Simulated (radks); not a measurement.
Results of a calculation; reference values are marked as such.
Species: Lu II. Configuration: [Xe] 4f14 6s1.75 5f0.25 (fractional occupations, a model configuration).

Code: a radial shooting solver on a logarithmic mesh with Libxc functionals. Model: Dirac Kohn-Sham, LDA (Slater exchange, Perdew-Wang correlation), spin-unpolarised, spherical densities, finite nucleus; open shells are shared between the two j in proportion to 2j + 1; Fermi nuclear charge, rms radius 5.37 fm.

Energy parts (eV):
part                      energy
total                 -396471.57
kinetic                441685.46
electron-nucleus      -985342.38
Hartree                155154.96
exchange-correlation    -7969.61

Orbitals (lengths in bohr, moments of r in powers of bohr; <r^-3> diverges for s and p1/2):
| orbital | occ. | eigenvalue (eV) | <r^-3> | <r> | <1/r> | small-component weight |
|---|---|---|---|---|---|---|
| 1s1/2 | 2 | -63098.96 | - | 0.01934 | 82.11 | 7.10e-02 |
| 2s1/2 | 2 | -10744.64 | - | 0.08130 | 19.87 | 1.60e-02 |
| 2p1/2 | 2 | -10261.35 | - | 0.06743 | 19.85 | 1.61e-02 |
| 2p3/2 | 4 | -9145.126 | 14140 | 0.07504 | 16.95 | 1.46e-02 |
| 3s1/2 | 2 | -2442.193 | - | 0.2124 | 7.283 | 5.20e-03 |
| 3p1/2 | 2 | -2227.451 | - | 0.2021 | 7.204 | 5.15e-03 |
| 3p3/2 | 4 | -1989.441 | 3140 | 0.2164 | 6.458 | 4.74e-03 |
| 3d3/2 | 4 | -1622.842 | 539.5 | 0.1899 | 6.351 | 4.63e-03 |
| 3d5/2 | 6 | -1570.826 | 465.3 | 0.1943 | 6.172 | 4.52e-03 |
| 4s1/2 | 2 | -493.6750 | - | 0.4782 | 3.054 | 1.70e-03 |
| 4p1/2 | 2 | -406.1838 | - | 0.4851 | 2.946 | 1.61e-03 |
| 4p3/2 | 4 | -351.8160 | 716.5 | 0.5181 | 2.683 | 1.45e-03 |
| 4d3/2 | 4 | -207.5182 | 106.3 | 0.5412 | 2.463 | 1.26e-03 |
| 4d5/2 | 6 | -197.5929 | 89.83 | 0.5528 | 2.399 | 1.22e-03 |
| 5s1/2 | 2 | -71.3592 | - | 1.169 | 1.146 | 3.49e-04 |
| 5p1/2 | 2 | -46.9842 | - | 1.308 | 1.012 | 2.78e-04 |
| 5p3/2 | 4 | -39.9446 | 90.69 | 1.419 | 0.9208 | 2.37e-04 |
| 4f5/2 | 6 | -20.8973 | 14.34 | 0.7128 | 1.847 | 7.78e-04 |
| 4f7/2 | 8 | -19.3688 | 13.63 | 0.7282 | 1.816 | 7.57e-04 |
| 6s1/2 | 1.75 | -12.1925 | - | 3.192 | 0.3963 | 4.93e-05 |
| 5f5/2 | 0.107143 | -1.7896 | 0.008905 | 10.57 | 0.1100 | 2.93e-06 |
| 5f7/2 | 0.142857 | -1.7888 | 0.009530 | 10.57 | 0.1099 | 2.96e-06 |

The highest occupied level is 5f7/2 at -1.789 eV. Summed over all electrons, <r^2> = 83.98 bohr^2, which gives a Langevin (diamagnetic) susceptibility term of -66.5 x 10^-6 cm^3/mol.
